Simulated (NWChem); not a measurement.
System: SnBrF3; SMILES [F][Sn]([F])([F])[Br]

NWChem input:

```
start job
memory heap 200 mb stack 900 mb global 1100 mb
geometry units angstroms
  F     -1.395423    -1.117778    -1.393832
  Sn    -0.603152    -0.028766     0.040911
  F     -1.442431     1.747361    -0.074304
  F     -1.197316    -0.821721     1.740865
  Br     1.855494     0.088411    -0.125721
end
basis spherical
  * library def2-svp
end
ecp
  Sn library def2-ecp
end
dft
  xc pbe0
  iterations 150
end
driver
  maxiter 120
end
task dft optimize
dft
  grid fine
  convergence energy 1d-8 density 1d-7
end
task dft freq numerical
```

This build's default masses of Se (78.918 u) and Br (79.917 u) are each other's, which moves their modes by up to 0.6 %. def2 effective core potentials on Sn; no spin-orbit coupling.

The level has its own optimisation; frequencies are unscaled.

### Question
What results follow from this input? (PBE0/def2-SVP with def2 effective core potentials on Sn.) Quantities: r F–Sn (Å); r Br–Sn (Å); highest harmonic frequency (cm⁻¹); lowest (cm⁻¹); zero-point energy (kcal/mol).

### Answer
| Quantity | Result |
|---|---|
| r F–Sn (Å) | 1.910 |
| r Br–Sn (Å) | 2.430 |
| highest harmonic frequency (cm⁻¹) | 681 |
| lowest (cm⁻¹) | 111 |
| zero-point energy (kcal/mol) | 4.3 |
